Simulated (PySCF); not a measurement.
# Working out the excitation energy of O⁺

O⁺ [He] 2s2 2p3 (4S) → O⁺ [He] 2s1 2p4 (4P). Computed with PySCF 2.14 in aug-cc-pwCVDZ, with no relativity, point nucleus. Frozen: 1s2. Energies in hartree (1 hartree = 27.21139 eV):

| part | O⁺ (lower) | O⁺ (upper) |
| --- | --- | --- |
| UHF | -74.353906 | -73.800715 |
| CCSD correlation | -0.093418 | -0.093164 |
| (T) | -0.000839 | -0.001371 |

Question: What does Hartree-Fock give?

Answer: (-73.800715) − (-74.353906) = 0.553191 hartree = 15.053 eV.

Question: What do CCSD and CCSD(T) give?

Answer: The CCSD correlation energies differ by 0.000254 hartree = 0.007 eV and the triples by -0.000532 hartree = -0.014 eV, so CCSD gives 15.060 eV and CCSD(T) 15.046 eV.

Measured between the centres of the two terms (NIST): 14.870 eV, so CCSD(T) (valence) is off by 0.176 eV.

A double-zeta basis recovers only part of the correlation energy.

What remains against the reference includes basis incompleteness, the frozen core and higher excitations.
